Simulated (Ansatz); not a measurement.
BrClH4N2Si, SMILES `N[Si](N)(Cl)Br` at its PBE0-D4/def2-TZVP geometry, where that method's forces vanish. Total charge 0; spin multiplicity 1.

```
atom    x (Å)    y (Å)    z (Å)
  N1  -0.7362   1.0869   0.6802
 Si2  -0.0008  -0.3716   0.2460
  N3   0.8003  -0.1649  -1.2267
 Cl4   1.1599  -0.8722   1.8674
 Br5  -1.3529  -2.1087  -0.0931
  H6  -1.3647   1.5398   0.0361
  H7  -0.9761   1.2670   1.6411
  H8   1.4717   0.5787  -1.3339
  H9   0.9986  -0.9552  -1.8171
```

(1) For each bond, give half the difference of the two atoms' forces along it (eV/Å; positive pushes the atoms apart) under PBE-D4, r2SCAN-D4, B3LYP-D4, ωB97M-V in def2-TZVPP. (Estimate.)

## Answers

(1) The calculation gave: 
| bond | length (Å) | PBE-D4 | r2SCAN-D4 | B3LYP-D4 | ωB97M-V |
| --- | --- | --- | --- | --- | --- |
| N1–Si2 | 1.690 | 0.09 | 0.00 | 0.02 | 0.04 |
| N1–H6 | 1.007 | 0.17 | 0.02 | -0.03 | -0.02 |
| N1–H7 | 1.007 | 0.17 | 0.01 | -0.03 | -0.03 |
| Si2–N3 | 1.689 | 0.08 | 0.00 | 0.02 | 0.03 |
| Si2–Cl4 | 2.056 | 0.13 | 0.05 | 0.15 | 0.01 |
| Si2–Br5 | 2.227 | 0.09 | 0.05 | 0.15 | -0.04 |
| N3–H8 | 1.008 | 0.17 | 0.02 | -0.03 | -0.02 |
| N3–H9 | 1.006 | 0.18 | 0.01 | -0.03 | -0.02 |

B3LYP here is the variant with VWN-RPA as its local correlation; programs differ in this.

All numbers were calculated with Ansatz.
